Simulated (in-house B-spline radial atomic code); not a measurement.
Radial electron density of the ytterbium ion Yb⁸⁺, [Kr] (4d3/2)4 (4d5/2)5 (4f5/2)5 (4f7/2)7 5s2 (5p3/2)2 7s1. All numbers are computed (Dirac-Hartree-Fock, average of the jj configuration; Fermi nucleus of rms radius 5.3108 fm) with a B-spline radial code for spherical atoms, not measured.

Columns: r (bohr), 4πr²n(r) (electrons per bohr), bar.

```
0.000709    3.522 #
 0.00089    5.084 ##
 0.00112    7.316 ###
  0.0014    10.33 ####
 0.00176    14.57 #####
 0.00221    20.24 #######
 0.00277    27.59 ##########
 0.00348    36.99 #############
 0.00437    48.32 #################
 0.00548    61.08 ######################
 0.00688    74.38 ##########################
 0.00863    86.35 ###############################
  0.0108    94.75 ##################################
  0.0136    97.79 ###################################
  0.0171     94.9 ##################################
  0.0214    89.11 ################################
  0.0269    86.22 ##############################
  0.0338    92.52 #################################
  0.0424    108.1 ######################################
  0.0532    123.3 ############################################
  0.0667    124.4 ############################################
  0.0838    109.4 #######################################
   0.105    96.39 ##################################
   0.132    102.4 ####################################
   0.166    113.9 ########################################
   0.208    100.7 ####################################
   0.261    68.53 ########################
   0.327    54.49 ###################
   0.411    62.56 ######################
   0.516    60.97 ######################
   0.647    41.72 ###############
   0.813     22.6 ########
    1.02    12.11 ####
    1.28    6.153 ##
    1.61    2.396 #
    2.02   0.6049 
    2.53  0.05508 
    3.18   0.3436 
    3.99   0.4331 
       5   0.1414 
    6.28  0.01269 
    7.88 0.0002745 
     9.9 1.012e-06 
    12.4 1.194e-09
```

On this grid the curve has 5 maxima, near 0.0136, 0.0667, 0.166, 0.411, 3.99 bohr.

The 4f7/2 radial function P(r) = rR(r), positive near the nucleus, with its small component Q(r) (sign convention: Q ≈ (P' + κP/r)/2c):

```csv
r (bohr),P,Q
0.0269,0.002061,-0.000121
0.0424,0.009854,-0.0005554
0.0667,0.04151,-0.002209
0.105,0.1478,-0.00728
0.166,0.4204,-0.01865
0.261,0.8712,-0.03373
0.411,1.241,-0.04058
0.647,1.143,-0.03017
1.02,0.65,-0.0136
1.61,0.1921,-0.003327
2.53,0.01991,-0.0003059
```
